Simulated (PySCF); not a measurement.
Input of a run (PBE0-D3(BJ)/def2-SVP geometry optimisation, gas phase (PySCF 2.14.0)), started from GFN2-xTB:
```
{"job": {"xc": "PBE0", "basis": "def2-SVP", "d3": "d3bj", "grid": 1, "kind": "geom"}, "charge": 0, "multiplicity": 1}
C     -1.472642     1.166140    -0.063335
N     -0.939748    -0.086291    -0.548207
C     -1.398395    -1.199675     0.249881
Ge     0.835945    -0.106226    -1.064818
Si     2.415459     0.129951     0.669906
H     -1.177864     1.386284     0.973450
H     -2.565325     1.140250    -0.103492
H     -1.121061     1.974064    -0.704455
H     -1.115514    -1.114290     1.309458
H     -2.488854    -1.264031     0.198191
H     -0.976475    -2.121701    -0.149485
H      0.848819     0.972489    -2.128707
H      0.901826    -1.411323    -1.831898
H      3.689750    -0.495576     0.326190
H      1.910097    -0.506457     1.890323
H      2.646384     1.545337     0.965589
```

Output (energies in Eh, forces in Eh/bohr):
```
step   0  E = -2503.06616718  max force = 0.015103
step   1  E = -2503.07138174  max force = 0.005393
step   2  E = -2503.07160125  max force = 0.000687
step   3  E = -2503.07161801  max force = 0.000347
step   4  E = -2503.07165749  max force = 0.001125
step   5  E = -2503.07168062  max force = 0.001434
step   6  E = -2503.07173014  max force = 0.001488
step   7  E = -2503.07177844  max force = 0.000925
step   8  E = -2503.07185947  max force = 0.001204
step   9  E = -2503.07190214  max force = 0.001102
step  10  E = -2503.07193391  max force = 0.000735
step  11  E = -2503.07194496  max force = 0.000518
step  12  E = -2503.07194611  max force = 0.000555
step  13  E = -2503.07194451  max force = 0.000371
optimisation converged
```

Problem. Summarise the run.

Solution. The energy falls by 15.2 kJ/mol over 14 energy and gradient evaluations, the largest force component goes from 0.0151 to 3.7e-04 Eh/bohr, and the atoms move by 0.290 Å rms after alignment. The bond that changes most is Ge4–Si5 (ends: germanium bonded to N, Si and 2 H; SiH3 silicon), which lengthens by 0.043 Å. Bonds longer at the end by more than 0.005 Å: 12 of 15; shorter: 0. Among the angles that change most is H12–Ge4–H13, from 104.9° to 110.6°. Among the dihedrals that turn most is N2–Ge4–Si5–H14, from 153° to -177°. The energy rose by more than 1e-6 Eh at step 13. The first step brought 90 % of the lowering.

Problem. What are the final bond lengths?

Solution. C1–N2 1.441 Å, N2–C3 1.441 Å, N2–Ge4 1.847 Å, Ge4–Si5 2.401 Å, C1–H6 1.112 Å, C1–H7 1.106 Å, C1–H8 1.101 Å, C3–H9 1.112 Å, C3–H10 1.106 Å, C3–H11 1.101 Å, Ge4–H12 1.542 Å, Ge4–H13 1.542 Å, Si5–H14 1.497 Å, Si5–H15 1.496 Å, Si5–H16 1.497 Å. Numbering counts from 1 in the input's order; the species is `C[N](C)[GeH2][SiH3]`.

The run used 147 basis functions and 83 SCF cycles in all.

No PBE0-D3(BJ)/def2-SVP frequencies stand behind this structure, so it isn't proved a minimum. One conformer, not necessarily the lowest.
